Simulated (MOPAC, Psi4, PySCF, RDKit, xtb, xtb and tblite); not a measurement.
Two geometries of C4H10O2Si2, SMILES C=C[SiH2][SiH2]C(=O)OC, relaxed at GFN2-xTB with one dihedral held; other torsions can differ between them too.

Structure A

```
18

C     -1.6297     0.7693     0.6407
C     -2.3609    -0.1024    -0.0363
Si    -1.6867    -1.6741    -0.8332
Si    -1.8186    -3.4025     0.7153
C     -2.1978    -2.5284     2.3724
O     -3.2718    -2.4061     2.9072
O     -1.0754    -1.9574     2.8353
C     -1.1855    -1.1602     4.0084
H     -0.5619     0.6545     0.7419
H     -2.0537     1.6395     1.1200
H     -3.4301     0.0653    -0.0971
H     -0.3046    -1.4173    -1.2633
H     -2.4718    -1.9253    -2.0508
H     -2.8861    -4.3854     0.5132
H     -0.5678    -4.1359     0.9337
H     -1.7242    -1.7071     4.7846
H     -1.7288    -0.2402     3.7821
H     -0.1711    -0.9354     4.3279
```

Structure B

```
18

C     -2.8262     1.0852    -0.0723
C     -2.7902    -0.0032    -0.8270
Si    -1.5110    -1.3790    -0.6500
Si    -0.7734    -1.5793     1.5390
C      0.3199    -0.0643     1.9402
O     -0.0777     1.0535     2.1704
O      1.6188    -0.3786     1.8736
C      2.5531     0.6723     2.0948
H     -2.1256     1.2512     0.7309
H     -3.5606     1.8642    -0.2164
H     -3.5254    -0.1044    -1.6177
H     -0.4212    -1.1083    -1.6051
H     -2.1468    -2.6252    -1.1070
H     -1.8461    -1.5511     2.5400
H      0.0750    -2.7397     1.8247
H      2.4675     1.0404     3.1192
H      2.3583     1.4981     1.4074
H      3.5396     0.2504     1.9211
```

Q: Which is lower in energy at the level PBE0-D3(BJ)/def2-SVP // GFN2-xTB in Psi4, and by how much?

A: B is lower, by 1.15 kcal/mol (dihedral C1–C2–Si3–Si4: 90° in A, 30° in B).

E(B) − E(A) in kcal/mol at the other levels, on the same two geometries: GFN2-xTB (xtb and tblite) -0.18; MMFF94 // GFN2-xTB (RDKit) -1.28; PBE0/def2-SVP // GFN2-xTB (Psi4) -1.59; PBE/def2-SVP // GFN2-xTB (Psi4) -1.63; PBE-D3(BJ)/def2-SVP // GFN2-xTB (Psi4) -1.20; UFF // GFN2-xTB (RDKit) -2.33; PM7, restricted, heats of formation // GFN2-xTB (MOPAC) 0.63; PM6, restricted, heats of formation // GFN2-xTB (MOPAC) -1.32; GFN1-xTB // GFN2-xTB (xtb) -1.15; restricted B3LYP/6-31G*, spherical d, density fitting // GFN2-xTB (PySCF) -1.57; restricted Hartree-Fock/STO-3G // GFN2-xTB (PySCF) -0.48; restricted BP86/6-31G*, spherical d, density fitting // GFN2-xTB (PySCF) -1.67; restricted Hartree-Fock/LANL2DZ, with its core potentials past Ne // GFN2-xTB (PySCF) -0.99.
